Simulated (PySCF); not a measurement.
# One molecule, several mistakes: BClGeH3O

These are calculations, not measurements. The program is PySCF 2.14.0, an open-source quantum chemistry code, run on an isolated molecule that a program drew, which may never have been made. The molecule is BClGeH3O (charge 0, doublet), drawn as the SMILES string `[OH][GeH][BH]Cl`.

Each row is a Hartree-Fock (HF) and frozen-core CCSD(T) single point in the cc-pV(D+d)Z basis, meant for a local HF minimum. Run 1 is clean. Each other run has one planted mistake out of seven kinds, and not every kind appears here: one electron removed, one electron added, multiplicity raised by two, geometry at a saddle point, minimal basis STO-3G, one bond length entered in bohr, all coordinates scaled. The reference is restricted for singlets and unrestricted otherwise, and also for a bond in bohr. Adding or removing an electron swaps singlet and doublet. Electrons count all cores. HOMO and LUMO are orbital energies over both spins, the gradient is its largest component, and the lowest frequency (negative if imaginary) is given only where the gradient is small. Bond lengths are over the 6 bonds as drawn. T1 is the CCSD diagnostic: over 0.02 (restricted) or 0.045 (unrestricted) a single reference is doubtful. Germanium has the cc-pVDZ-PP basis, with a core potential (ECP10MDF) in place of its 10 inner electrons, and its 3s, 3p and 3d shells are frozen in CCSD(T).

Geometry of the clean run:
```xyz
7
BClGeH3O, angstrom
O     0.1510    1.2933   -0.3106
Ge    1.4567    1.4698   -1.5131
B     3.2831    0.7134   -0.9606
Cl    4.5230    0.4491   -2.1868
H     0.3934    1.5046    0.5795
H     0.8161    1.0282   -2.8264
H     3.5971    0.5753    0.1823
```

| run | electrons | basis functions | <S^2> | HOMO (eV) | LUMO (eV) | gradient (hartree/bohr) | lowest frequency (cm^-1) | mean bond (Å) | longest bond (Å) | T1 | HF (hartree) | CCSD(T) (hartree) | mistake |
|---|---|---|---|---|---|---|---|---|---|---|---|---|---|
| 1 | 65 | 89 | 0.775 | -8.45 | 0.56 | 1.1e-05 | 98 | 1.5444 | 2.053 | 0.0219 | -854.19745 | -854.73947 | no fault |
| 2 | 65 | 89 | 0.889 | -8.80 | 0.96 | 2.5e-02 | - | 1.8488 | 3.879 | 0.0334 | -854.13303 | -854.66520 | one bond length entered in bohr |
| 3 | 65 | 89 | 3.775 | -6.73 | -2.67 | 5.8e-02 | - | 1.5444 | 2.053 | 0.0301 | -854.03679 | -854.57720 | multiplicity raised by two |
| 4 | 66 | 89 | 0.000 | -0.93 | 7.32 | 5.6e-02 | - | 1.5444 | 2.053 | 0.0228 | -854.20060 | -854.77522 | one electron added |
| 5 | 65 | 89 | 0.774 | -8.35 | 0.64 | 2.1e-02 | - | 1.5151 | 2.014 | 0.0212 | -854.19489 | -854.73470 | all coordinates scaled |
| 6 | 65 | 89 | 0.759 | -7.70 | 0.68 | 2.8e-05 | -221 | 1.5294 | 1.974 | 0.0187 | -854.19414 | -854.73878 | ? |

**Which mistake was planted in run 6, and what did it cost?**

The gradient is small, so the point is stationary, but the lowest frequency is imaginary (-221 cm^-1). So the mistake is: geometry at a saddle point. Subtracting run 1 and multiplying by 627.51 kcal/mol a hartree, the energy moved by 2.1 kcal/mol in HF and 0.4 kcal/mol in CCSD(T).

Cautions from the logs. Run 4: T1 is over the limit, so its CCSD(T) energy is less reliable.
